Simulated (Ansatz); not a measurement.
`CN(C)[Si]O` + HCl → `CN(C)[Si]Cl` + H₂O at 700 K and 1 bar (ligand exchange at the Si–O bond).

Gas-phase electronic energies from Ansatz, PBE0-D4/def2-TZVP geometries. CBS: MP2 limit from def2 TZ/QZ plus the TZ coupled-cluster correction, frozen cores. This one scheme is used for every species. One conformer a species, not always the lowest.

```tsv
species	CCSD(T)/CBS energy (Eh)	H − E (kJ/mol)	S (J/(mol·K))
`CN(C)[Si]O`	-499.30678	333.5	464.9
HCl	-460.38127	38.4	211.8
`CN(C)[Si]Cl`	-883.31525	297.1	453.8
H₂O	-76.37941	80.5	218.4
```

H − E and S are ideal-gas, rigid-rotor, harmonic terms from PBE0-D4/def2-TZVP, for one conformer and one mirror image of each species. 1 Eh = 2625.50 kJ/mol, R = 8.31446 J/(mol·K).

By hand: ΔE, ΔH, ΔS and ΔG.

ΔE = (-883.31525) + (-76.37941) − (-499.30678) − (-460.38127) = -0.00661 Eh = -17.4 kJ/mol. Δ(H − E) = 297.1 + 80.5 − 333.5 − 38.4 = 5.7, so ΔH = -11.7 kJ/mol. ΔS = 453.8 + 218.4 − 464.9 − 211.8 = -4.5 J/(mol·K). ΔG = -11.7 − 700 × (-4.5)/1000 = -8.5 kJ/mol.

By hand: the equilibrium constant, and the temperature at which ΔG would vanish if ΔH and ΔS stayed fixed.

log₁₀ K = −ΔG/(RT ln 10) = 0.6. ΔG = 0 at ΔH/ΔS = 2600 K, far beyond where these terms or the molecules hold.

The number of gas molecules stays the same, so ΔS is small and ΔH decides. A doubt of 5 kJ/mol in ΔE shifts log₁₀ K by 0.4 here. Other conformers and mirror images would add mixing entropy, several J/(mol·K) or more a flexible species. Modes under 60 cm⁻¹, often nearly free rotors, make the harmonic entropy too high. These are equilibria of isolated gas molecules and say nothing of rates. Largest T1 diagnostic: 0.013 (customary marks: 0.02 for closed shells, 0.045 for open ones).
